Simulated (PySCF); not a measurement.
Compound: C₂H₈O₃SSi₃.
Bonds: C1–C2, C2–S3 (double), C2–Si4, Si4–O5, O5–Si6, Si6–O7, O7–Si8, Si8–O9, Si4–O9. Hydrogens: H10, H11, H12 on C1; H13 on Si4; H14, H15 on Si6; H16, H17 on Si8.

NICS = −σ at a ghost point: NICS(0) at the centroid of the ring atoms, NICS(1) 1 Å to either side along the normal of their mean plane, zz for the tensor component along that normal. Level: GIAO PBE0/pcSseg-1 (PySCF, non-relativistic, gas phase) on the PBE0-D3(BJ)/def2-SVP geometry, one conformer.

Ring bond lengths (Å), with Mayer bond orders in brackets: Si4–O5 1.657 (0.94), O5–Si6 1.671 (0.90), Si6–O7 1.662 (0.91), O7–Si8 1.662 (0.91), Si8–O9 1.671 (0.90), O9–Si4 1.657 (0.94).

Problem. What do the NICS probes read (ppm)?

Solution. 
| ring | type | NICS(0) | NICS(1), two faces | NICS(1)zz, two faces | rms pucker (Å) | centre to ring atoms, mean (Å) |
| --- | --- | --- | --- | --- | --- | --- |
| Si4–O5–Si6–O7–Si8–O9 | 6-membered ring with 3 O and 3 Si; formal bonds all single | -2.6 | -0.5 / -0.5 | 3.5 / -1.3 | 0.11 | 1.65 |

Problem. What do they say, and how far can they be read as aromaticity?

Solution. 
- Si4–O5–Si6–O7–Si8–O9: mean NICS(1)zz 1.1 ppm, near zero. Si4, Si6, Si8 have four or more neighbours, and the NICS criterion for π rings isn't applied. The two faces differ by 4.8 ppm, so no symmetry operation interchanges them.

Problem. What field does 9.4 T along the ring normal induce along that normal at the second NICS(1) probe listed for ring Si4–O5–Si6–O7–Si8–O9, 1 Å off the ring?

Solution. NICSzz × B0 = -1.3 ppm × 9.4 T = -12 μT, against the applied field.

Problem. How shielded are the nuclei of the rings and their hydrogens (means over atoms taken as equivalent)?

Solution. 
| atoms | environment | σ isotropic (ppm) | principal values of the symmetric part, first atom (ppm) |
| --- | --- | --- | --- |
| Si4 | oxygen-bound silicon | 422.7 | 378.5, 399.0, 490.6 |
| O5 (×2) | siloxane oxygen | 237.4 | 186.1, 216.3, 310.0 |
| Si6 (×2) | oxygen-bound silicon | 385.2 | 355.3, 399.1, 401.0 |
| O7 | siloxane oxygen | 251.9 | 184.0, 232.8, 338.9 |
| H13 | Si–H hydrogen | 26.29 | 22.3, 23.9, 32.7 |
| H14 (×2) | Si–H hydrogen | 26.12 | 22.9, 24.5, 31.0 |
| H15 (×2) | Si–H hydrogen | 26.16 | 22.8, 23.5, 32.2 |

Problem. How do the values depend on the level or the medium?

Solution. 
| level | NICS(0), Si4–O5–Si6–O7–Si8–O9 | mean NICS(1)zz, Si4–O5–Si6–O7–Si8–O9 |
| --- | --- | --- |
| PBE0/pcSseg-1, gas | -2.6 | 1.1 |
| wB97X-D/pcSseg-1, gas | -2.6 | 1.0 |
| PBE0/pcSseg-1, IEF-PCM chloroform | -2.6 | 1.0 |

The geometry is the same throughout; the continuum's cavity takes Bondi-type radii × 1.2.

Hardware: Arm Neoverse N1, one thread, no GPU (shared host). Cost: 89 s of wall time, 1.0 GiB resident at most. This is the whole shielding run at PBE0/pcSseg-1, SCF included.
